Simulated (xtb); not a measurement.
Input for xtb:
```
$ xtb mol.xyz --gfn 2 --uhf 1 --opt --json

# file mol.xyz
5

O      1.08292298    -0.06850299    -0.17648683
Si    -0.40167370     0.05567085     0.01471136
H     -1.07982728     1.38330927    -0.10611674
H     -0.88586440    -0.64122790     1.32510191
H     -1.13702895    -0.99027858    -0.74188400
```

Task: Estimate the total energy at the end of the optimisation that GFN2-xTB (xtb 6.7.1) returns for this input.

Result: -7.2864 Eh

Task: Estimate the dipole moment that GFN2-xTB returns for this input.

Result: 3.70 D
